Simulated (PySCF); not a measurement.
H3NPb, neutral, multiplicity 1. Atoms are numbered in the order given.

```xyz
5

Pb     0.0229     0.2202     0.0000
H     -1.8412     0.2656     0.0000
N     -0.0037    -1.9094     0.0000
H     -0.8402    -2.4738     0.0000
H      0.8272    -2.4826     0.0000
```

Geometry optimised at B3LYP-D3(BJ)/def2-TZVP. The def2 effective core potentials stand for the cores of Pb; spin–orbit coupling is left out.

Calculation: r2SCAN/def2-TZVPD (PySCF).

Mulliken values depend strongly on the basis, most of all with diffuse functions as here. ESP charges are fitted to the potential on shells at 1.4 to 2.0 van der Waals radii. Atomic charges (e):

```
atom  Mulliken  ESP fit
----  --------  -------
Pb1       0.39     0.32
H2       -0.17    -0.16
N3       -0.56    -0.72
H4        0.18     0.29
H5        0.17     0.27
```
